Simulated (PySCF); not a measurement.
**Radial density of W (tungsten, neutral)**

wB97M-V, [Xe] 4f14 5d4 6s1 6p1, one real determinant (an excited configuration). Computed with PySCF 2.14 in ANO-RCC-VTZP (8s7p5d3f2g1h, 104 functions), with scalar relativity by spin-free X2C-1e.

```json
{"r (bohr)": "0.0194", "4πr²ρ (e/bohr)": "91.68", "4πr²(ρα − ρβ)": "-0.0005"}
{"r (bohr)": "0.0326", "4πr²ρ (e/bohr)": "100.3", "4πr²(ρα − ρβ)": "0.0062"}
{"r (bohr)": "0.0549", "4πr²ρ (e/bohr)": "136.1", "4πr²(ρα − ρβ)": "0.0500"}
{"r (bohr)": "0.0923", "4πr²ρ (e/bohr)": "106.0", "4πr²(ρα − ρβ)": "0.1556"}
{"r (bohr)": "0.155", "4πr²ρ (e/bohr)": "124.4", "4πr²(ρα − ρβ)": "0.1038"}
{"r (bohr)": "0.261", "4πr²ρ (e/bohr)": "68.12", "4πr²(ρα − ρβ)": "0.0287"}
{"r (bohr)": "0.439", "4πr²ρ (e/bohr)": "75.76", "4πr²(ρα − ρβ)": "0.2812"}
{"r (bohr)": "0.738", "4πr²ρ (e/bohr)": "29.25", "4πr²(ρα − ρβ)": "0.1887"}
{"r (bohr)": "1.24", "4πr²ρ (e/bohr)": "12.17", "4πr²(ρα − ρβ)": "2.1008"}
{"r (bohr)": "2.09", "4πr²ρ (e/bohr)": "3.131", "4πr²(ρα − ρβ)": "2.1316"}
{"r (bohr)": "3.51", "4πr²ρ (e/bohr)": "0.9841", "4πr²(ρα − ρβ)": "0.9751"}
{"r (bohr)": "5.91", "4πr²ρ (e/bohr)": "0.1163", "4πr²(ρα − ρβ)": "0.1162"}
{"r (bohr)": "9.94", "4πr²ρ (e/bohr)": "0.0008968", "4πr²(ρα − ρβ)": "0.0009"}
```

Densities and radii are taken from the X2C orbitals without a picture-change correction, which distorts them close to the nucleus.

⟨L²⟩ = 7.94 against 12 for a pure F term, so this real determinant mixes terms. Spin-orbit coupling, absent here, splits the open shell strongly.
